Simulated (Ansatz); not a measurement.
Geometry optimisation, DFT PBE-D3(BJ), scalar-relativistic, plane waves, PAW (Ansatz 0.2.0).

Input file:

```yaml
accuracy: low
crystal:
  lattice:
    - [7.920037, 0.0, 0.0]
    - [0.0, 7.920037, 0.0]
    - [0.0, 0.0, 7.920037]
  atoms:
    - { symbol: C, position: [0.5303594, 0.9095757, 0.4985127] }
    - { symbol: Cl, position: [0.4953071, 0.689352, 0.4733536] }
    - { symbol: H, position: [0.6260657, 0.9286993, 0.5952105] }
    - { symbol: H, position: [0.5732692, 0.961814, 0.3789059] }
    - { symbol: H, position: [0.412622, 0.9693902, 0.5364076] }
    - { symbol: C, position: [0.0598267, 0.596864, 0.4375212] }
    - { symbol: Cl, position: [-0.1151289, 0.635601, 0.5726141] }
    - { symbol: H, position: [0.0879746, 0.7114308, 0.3671079] }
    - { symbol: H, position: [0.1681131, 0.5609104, 0.514054] }
    - { symbol: H, position: [0.0276048, 0.4951772, 0.3509336] }
    - { symbol: C, position: [0.9661243, 0.2344257, 0.767717] }
    - { symbol: Cl, position: [1.0848815, 0.200366, 0.9550583] }
    - { symbol: H, position: [0.9945743, 0.1342522, 0.678097] }
    - { symbol: H, position: [0.8323282, 0.2330152, 0.7989018] }
    - { symbol: H, position: [1.0007326, 0.3562974, 0.7145623] }
    - { symbol: C, position: [0.6235749, 0.8433237, 0.0459753] }
    - { symbol: Cl, position: [0.4297504, 0.7342789, 0.0159516] }
    - { symbol: H, position: [0.6263435, 0.952904, -0.0368521] }
    - { symbol: H, position: [0.6323648, 0.8832847, 0.1771306] }
    - { symbol: H, position: [0.7274679, 0.758735, 0.0155309] }
    - { symbol: C, position: [0.5054614, 0.206051, 0.1197338] }
    - { symbol: Cl, position: [0.3984855, 0.308105, 0.2885569] }
    - { symbol: H, position: [0.5552813, 0.301491, 0.0343811] }
    - { symbol: H, position: [0.6082065, 0.1307151, 0.1711519] }
    - { symbol: H, position: [0.4166168, 0.1251585, 0.0531088] }
    - { symbol: C, position: [0.0458417, 0.9790093, 0.3895714] }
    - { symbol: Cl, position: [-0.0853606, 1.0304887, 0.2149405] }
    - { symbol: H, position: [-0.0302731, 0.9171528, 0.4857806] }
    - { symbol: H, position: [0.1455474, 0.8945975, 0.3470355] }
    - { symbol: H, position: [0.1004014, 1.094614, 0.439917] }
basis:
  ecutwfc: 420.0
kpoints:
  mp_grid: { grid: [1, 1, 1] }
hamiltonian:
  xc: pbe
  dispersion: d3bj
scf:
  occupations: { method: fermi_dirac, width: 0.02 }
  lower_state_search: "off"
relax:
  f_tol: 0.3
  max_steps: 15
  adjacent_minimum: "off"
```

Command:

```bash
$ ansatz run input.yaml --threads 1 --pin off --max-ram 3072MiB --backend cpu --events-out ev --progress --plain --runs-dir out
```

Problem. Where does it end, and by what steps?

Solution. It converged. The threshold is loose, so the end isn't yet a minimum. The force dipped under the threshold on the way, but the program's further checks kept it going. Limits of this set-up: coarse k mesh, low accuracy level. After 10 steps the energy has fallen by 1.460 eV; Cl12 moved furthest, 1.22 Å.

```
step  energy less start (eV)  largest force component (eV/Å)  accepted
   0                  0.0000                           0.995       yes
   1                 -0.4981                           0.234       yes
   2                 -0.7649                           0.402       yes
   3                 -1.0014                           0.353       yes
   4                 -1.1608                           0.243       yes
   5                 -1.1608                           0.243       yes
   6                 -1.2772                           0.321       yes
   7                 -1.3610                           0.368       yes
   8                 -1.4283                           0.180       yes
   9                 -1.4283                           0.180       yes
  10                 -1.4602                           0.224       yes
```

```xyz
30
Lattice="7.9200 0.0000 0.0000 0.0000 7.9200 0.0000 0.0000 0.0000 7.9200" Properties=species:S:1:pos:R:3
C 4.182 7.495 4.569
Cl 3.680 6.014 3.698
H 4.905 7.201 5.332
H 4.633 8.181 3.850
H 3.299 7.944 5.032
C 0.482 4.140 3.100
Cl -1.107 4.838 3.576
H 0.906 4.757 2.303
H 1.138 4.145 3.974
H 0.307 3.123 2.739
C 7.294 1.892 6.109
Cl 8.980 2.274 6.636
H 7.310 0.948 5.554
H 6.671 1.799 7.009
H 6.943 2.706 5.467
C 4.883 6.172 0.276
Cl 3.440 5.501 -0.548
H 4.984 7.223 -0.013
H 4.737 6.082 1.355
H 5.763 5.607 -0.048
C 4.006 2.082 0.993
Cl 3.608 2.624 2.661
H 3.921 2.947 0.324
H 5.034 1.700 1.008
H 3.296 1.301 0.704
C 0.763 7.952 3.002
Cl -0.697 8.590 2.161
H 0.432 7.220 3.749
H 1.402 7.463 2.258
H 1.285 8.797 3.467
```

Whether the end is a true minimum wasn't checked by a vibrational analysis.

The run took 19 s on 1 thread of Intel(R) Xeon(R) 6975P-C (Granite Rapids) (shared host), peak memory 0.5 GiB.
